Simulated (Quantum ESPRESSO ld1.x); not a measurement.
Species: Er10+. Configuration: [Kr] 4d10 4f10 5s2 (the NIST ground configuration).

All-electron calculation, scalar-relativistic Kohn-Sham, revPBE, spin-unpolarised, spherical densities, point nucleus. Program: ld1.x of Quantum ESPRESSO 7.5.

Energy parts (eV):
| part | energy |
|---|---|
| total | -355297.3 |
| kinetic | 385326.3 |
| electron-nucleus | -861939.1 |
| Hartree | 128718.4 |
| exchange-correlation | -7402.9 |

Orbitals (lengths in bohr, moments of r in powers of bohr; r(max) is where P^2 peaks):
orbital  occ.  eigenvalue (eV)  r(max)  <1/r>
1s          2         -57556.1   0.013  77.59
2s          2         -9814.47   0.073  18.06
2p          6         -8699.69   0.060  16.67
3s          2         -2333.22   0.208  6.661
3p          6         -1994.14   0.204  6.222
3d         10         -1570.30   0.166  5.897
4s          2         -597.608   0.473  2.817
4p          6         -485.792   0.493  2.581
4d         10         -335.832   0.509  2.292
5s          2         -203.632    1.05  1.200
4f         10         -169.453   0.497  1.841

The highest occupied level is 4f at -169.45 eV. Summed over all electrons, <r^2> = 15.71 bohr^2, which gives a Langevin (diamagnetic) susceptibility term of -12.4 x 10^-6 cm^3/mol. For comparison, the ionisation energy in NIST's Atomic Spectra Database is 201 eV (theoretical). In exact Kohn-Sham theory the highest level is minus the ionisation energy, but local and semilocal functionals leave it too shallow, through self-interaction and a potential that decays too fast; potentials with the right tail come closer. The density falls to 0.001 e/bohr^3 at r = 2.27 bohr.

Beside tabulated values, note that spin-unpolarised runs miss the spin-polarisation part of the exchange energy of open shells.
